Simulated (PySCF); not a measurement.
Sn(F)2(Cl)(Me) (CH3ClF2Sn), SMILES [Sn]([CH3])([Cl])([F])[F]. Atoms are numbered in the order given.

```xyz
8

C      1.7394    -1.4370     0.0000
Sn    -0.0205    -0.2221     0.0000
F     -1.1555    -0.6099     1.5175
F     -1.1555    -0.6099    -1.5175
Cl     0.3142     2.0943     0.0000
H      2.6175    -0.7790     0.0000
H      1.7152    -2.0593    -0.9040
H      1.7152    -2.0593     0.9040
```

The structure is a stationary point at B3LYP-D3(BJ)/def2-SVP. The structure was generated by enumeration; whether it is a known compound was not checked. The def2 effective core potentials stand for the cores of Sn; spin–orbit coupling is left out.

Computed with PySCF with IEF-PCM-PBE0/def2-SVP.

The values are the electrostatic part of the solvation free energy, E(continuum) − E(gas) at the gas-phase geometry, in a cavity of scaled van der Waals radii (PySCF's table); cavitation and dispersion terms are not included. A continuum can't describe solvent molecules that bind to the metal. In vacuum the orbital gap is 7.30 eV. The dipole moment in vacuum is 4.32 D.

| solvent | ε | ΔG(elec) (kcal/mol) | dipole (D) | gap (eV) |
|---|---|---|---|---|
| water | 78.36 | [?] | [?] | [?] |
| benzene | 2.27 | -3.6 | 4.80 | 7.34 |
| 1-octanol | 9.86 | -6.8 | 5.23 | 7.35 |

**Question.** What belongs in the gaps? (An estimate is asked for; the answer gives what the named calculation found.)

**Answer.** 
- water, ΔG(elec) (kcal/mol): -7.9
- water, dipole (D): 5.37
- water, gap (eV): 7.35
